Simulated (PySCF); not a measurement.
## Spin states and ions at one geometry of Au3

PySCF 2.14.0, UKS TPSS, Au def2-SVP with ECP60; non-relativistic Hamiltonian with scalar-relativistic core potentials where named; density fitting; no spin-orbit coupling; singlets restricted, open shells unrestricted. The geometry is relaxed for charge 0, doublet, vacuum:

```xyz
3

Au    1.4619    0.0041    0.0000
Au   -0.7355    1.4551    0.0000
Au   -0.7264   -1.4592    0.0000
```

Energies count from the relaxed state; an electron taken off or put on is at rest in vacuum. Charges and spins are Mulliken's.

```csv
state,energy (eV),spin squared,charge on Au1 (e),spin on Au1 (e),dipole about the centre of mass (D)
"charge 0, doublet, vacuum",0.00,0.75,0.10,0.06,0.95
"charge 0, quartet, vacuum",1.63,3.76,0.00,1.00,0.04
"charge 0, sextet, vacuum",7.18,8.75,-0.03,1.61,0.22
"charge +1, singlet, vacuum",7.07,0.00,0.31,0.00,0.21
"charge +1, triplet, vacuum",9.12,2.01,0.42,0.32,0.79
```

Question: What does the state charge -1, triplet, vacuum give?

Answer: energy (eV) -2.15, spin squared 2.01, charge on Au1 (e) -0.32, spin on Au1 (e) 0.68, dipole about the centre of mass (D) 0.08.

With an electron taken off (singlet, the lower of the two states computed) the charges change, summed by element, by Au +1.00 e. The vertical ionisation energy is 7.07 eV, against −ε(HOMO) = 4.67 eV over both spins of the relaxed state. The level lies 2.4 eV too high, as is usual for semilocal functionals and global hybrids, which keep a self-interaction error.

With an electron put on (triplet) the charges change, summed by element, by Au -1.00 e. The vertical electron affinity is 2.15 eV, against −ε(LUMO) = 4.38 eV over both spins of the relaxed state. The basis has no diffuse functions, which an added electron needs. The added electron's level lies above zero.

Open shells may have lower solutions than those found. Hard to converge, so the more doubtful: charge 0, sextet, vacuum.

No frequency check is given that shows the relaxed geometry to be a minimum.
